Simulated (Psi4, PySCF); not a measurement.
Here is a job for PySCF.
```python
from pyscf import gto, scf, dft

mol = gto.Mole()
mol.atom = '''
    C    -0.016885    1.369474    0.009616
    C     1.193800    0.671316    0.003901
    C     1.234065   -0.712303    0.094094
    C     0.016885   -1.369474   -0.009616
    C    -1.193800   -0.671316   -0.003901
    C    -1.234065    0.712303   -0.094094
    H    -0.019544    2.441901    0.180806
    H     2.124303    1.207789   -0.156633
    H     2.168263   -1.251091    0.100122
    H     0.019544   -2.441901   -0.180806
    H    -2.124303   -1.207789    0.156633
    H    -2.168263    1.251091   -0.100122
'''
mol.basis = '6-31g*'
mol.charge = 1
mol.spin = 1
mol.verbose = 4
mol.build()

mf = dft.UKS(mol)
mf.xc = 'b3lyp'
mf.grids.atom_grid = (99, 590)
mf.grids.prune = None
mf.kernel()
```

Question: Give the equivalent Psi4 input.

Answer: Several could match; the one computed here: 
```
memory 2 GB

molecule {
1 2
C    -0.01688515    1.36947427    0.00961642
C     1.19379954    0.67131572    0.00390052
C     1.23406477   -0.71230281    0.09409357
C     0.01688515   -1.36947427   -0.00961642
C    -1.19379954   -0.67131572   -0.00390052
C    -1.23406477    0.71230281   -0.09409357
H    -0.01954353    2.44190082    0.18080582
H     2.12430322    1.20778904   -0.15663252
H     2.16826329   -1.25109082    0.10012212
H     0.01954353   -2.44190082   -0.18080582
H    -2.12430322   -1.20778904    0.15663252
H    -2.16826329    1.25109082   -0.10012212
}

set {
  basis 6-31g*
  reference uks
  scf_type pk
  puream true
  d_convergence 1e-8
  dft_radial_points 99
  dft_spherical_points 590
}

energy('b3lyp')
print_variables()
```

Both were run: PySCF gave -231.910647 Eh and Psi4 -231.910648 Eh, 0.000 mEh apart.
